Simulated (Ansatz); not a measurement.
Reactions of `CC[SiH2]O[SiH3]`.

Gas-phase electronic energies from Ansatz, PBE0-D4/def2-TZVP geometries. CBS: MP2 limit from def2 TZ/QZ plus the TZ coupled-cluster correction, frozen cores. This one scheme is used for every species. Functionals use def2-TZVPP. def2 core potentials past Kr. For Te outer-core shells are correlated without core-valence functions, which leaves a few kJ/mol of doubt a bond. One conformer a species, not always the lowest.

| reaction | MP2/CBS(def2) (kJ/mol) | ωB97M-V (kJ/mol) |
| --- | --- | --- |
| `CC[SiH2]O[SiH3]` + `[OH][Al]([OH])[SH]` → `[OH][Al]([SH])[O][SiH3]` + `CC[SiH2]O` | -4 | -5 |
| `CC[SiH2]O[SiH3]` + H₂Te → `CC[SiH2][TeH]` + silanol | 35 | 49 |
| `CC[SiH2]O[SiH3]` + `NCF` → `CCNCF` + disiloxane | 67 | 65 |
| `CC[SiH2]O[SiH3]` + H–F → `FC[SiH2]O[SiH3]` + CH₄ | 73 | 50 |
| `CC[SiH2]O[SiH3]` + `N[SiH](S)Cl` → `CN[SiH](S)Cl` + `C[SiH2]O[SiH3]` | 27 | 25 |
| `CC[SiH2]O[SiH3]` + `C=C=C(O)Cl` → `C=C=C(Cl)O[SiH3]` + `CC[SiH2]O` | 19 | 22 |

Question: Give the CCSD(T)/CBS values in the same order. (An estimate is asked.)

Answer: Computed: -5, 43, 64, 62, 26, 22 kJ/mol.

Largest T1 diagnostic: 0.012, for `C=C=C(Cl)O[SiH3]`.
